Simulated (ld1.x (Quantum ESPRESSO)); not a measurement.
## Nb: excitation energies, all-electron against TM

niobium, norm-conserving Troullier–Martins (Kleinman–Bylander form), made with ld1.x (Quantum ESPRESSO) 7.5 (Wu–Cohen, scalar-relativistic). Core [Ar] 3d10, reference 4s2 4p6 4d4 5s0 5p1. Waves: 4s (bound): rc 1.40 bohr; 4p (bound): rc 1.65 bohr; 4f channel at 0.5 Ry: rc 1.75 bohr; 4d (bound): rc 1.90 bohr. Local part: the d channel. Core correction: none.

Occupied shells without a wave of their own: 5p. They enter only through the test configuration that unscreens the potential.

Energies are relative to the spin-unpolarised reference configuration 4s2 4p6 4d4 5s0 5p1; without spin polarisation the order of configurations can differ from experiment.

Task: Give the all-electron excitation energy and the error of the potential for: 4s2 4p6 4d4 5s1 5p0; 4s2 4p6 4d4 5s0 5p0; 4s2 4p6 4d3 5s0 5p0; 4s2 4p6 4d2 5s0 5p0; 4s1 4p6 4d4 5s1 5p0; 4s2 4p6 4d4.5 5s0.5 5p0; 4s2 4p6 4d4 5s0.5 5p0.

Result:

| valence configuration | charge | ΔE all-electron (eV) | error AE − PS (meV) |
| --- | --- | --- | --- |
| 4s2 4p6 4d4 5s1 5p0 | 0 | -3.028 | -5.2 |
| 4s2 4p6 4d4 5s0 5p0 | +1 | 3.607 | -4.7 |
| 4s2 4p6 4d3 5s0 5p0 | +2 | 17.623 | -8.1 |
| 4s2 4p6 4d2 5s0 5p0 | +3 | 42.317 | -10 |
| 4s1 4p6 4d4 5s1 5p0 | +1 | 60.986 | -31 |
| 4s2 4p6 4d4.5 5s0.5 5p0 | 0 | -2.459 | -3.9 |
| 4s2 4p6 4d4 5s0.5 5p0 | +0.5 | -0.378 | -4.9 |
